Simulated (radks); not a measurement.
Valence configurations of Pr III (all share [Xe]). Method: scalar-relativistic Kohn-Sham, PBE, spin-polarised, spherical densities, point nucleus; open shells are filled with parallel spins first (spin-orbit coupling, left out, can overturn this in heavy ions); computed with a radial shooting solver on a logarithmic mesh with Libxc functionals. Energies are relative to 4f3; eigenvalues in eV for spin up.

| valence | E (eV) | moment (Bohr magnetons) | e(4f) | e(5d) | e(6p) | e(6s) |
|---|---|---|---|---|---|---|
| 4f3 | 0.000 | 3 | -14.534 | - | - | - |
| 4f2.5 5d0.5 | 0.836 | 3 | -17.066 | -14.560 | - | - |
| 4f2 5d1 | 2.587 | 3 | -19.844 | -15.397 | - | - |
| 4f2.5 6p0.5 | 3.132 | 3 | -18.779 | - | -10.957 | - |
| 4f2 6s1 | 3.913 | 3 | -22.378 | - | - | -15.535 |
| 4f2 5d0.5 6p0.5 | 5.164 | 3 | -21.623 | -16.597 | -11.234 | - |
| 4f2 6p1 | 7.922 | 3 | -23.413 | - | -12.096 | - |
| 4f1.5 5d1 6p0.5 | 8.235 | 3 | -24.667 | -17.473 | -11.497 | - |

NIST lists [Xe] 4f3 as the ground configuration; this level of theory agrees among the configurations tried. The energies are those of spherical high-spin densities, not of single terms.
